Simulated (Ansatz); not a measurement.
```yaml
crystal:
  periodic: [false, false, false]
  atoms:
    - {symbol: C, position_ang: [0.712739, -0.681543, -0.149655]}
    - {symbol: C, position_ang: [-0.117924, -0.605553, 0.273429]}
    - {symbol: N, position_ang: [-0.700466, -0.049972, 0.294124]}
    - {symbol: In, position_ang: [-0.750933, 1.308556, 0.001185]}
    - {symbol: H, position_ang: [0.873087, -1.030086, -0.735868]}
    - {symbol: H, position_ang: [0.842360, 0.009432, -0.460679]}
    - {symbol: H, position_ang: [1.174856, -0.866808, 0.289423]}
    - {symbol: H, position_ang: [-0.254403, -1.199082, 0.570672]}
    - {symbol: H, position_ang: [-0.596714, 2.089873, 0.743793]}
    - {symbol: H, position_ang: [-1.470031, 1.289487, -1.022712]}
basis:
  gaussian: {orbitals: x2c-TZVPPall}
total_charge: -1
magnetization: {spin_polarized: true, initial_magnetization: 1}
hamiltonian: {xc: {name: SPW92}, pseudopotentials: {relativity: scalar}}
scf: {lower_state_search: off}
```

```sh
$ ansatz run in.yaml --threads 4 --pin off --events-out ev --progress --plain --max-ram 10444MiB
```

Shortened log:

```
Functional definition: SPW92
1422 factors; their error is unknown
mean field evaluation 1: about -163353.3281 eV, gradient 1.3e2 eV
mean field evaluation 2: about -162727.3075 eV, gradient 3.2e2 eV
mean field evaluation 4: about -163408.5697 eV, gradient 4.9e1 eV
mean field evaluation 8: about -163417.6204 eV, gradient 7.1e-1 eV
mean field evaluation 16: about -163417.6152 eV, gradient 7.7e-4 eV
mean field -163417.61522830 eV, -6005.4865912021 hartree, gradient 5.1e-6 eV, S^2 0.751076; 0 other end points of the search recorded, 0 dependent functions left out
reference -163417.61526254 eV, -6005.4865924605 hartree; 38, 37 occupied and 199, 200 virtual orbitals, 1422 factors
Total energy: -163417.61526254 eV, -6005.4865924605 hartree
Relativity: scalar
Checks for a lower state left out: stability, starts, cluster_reference, orbital_swaps, neighbouring_geometries, increment
```

Q: Something in this input is off. What?

A: The geometry is squeezed to about two thirds of its size. The run converged. The result belongs to that input, not to the molecule as meant.
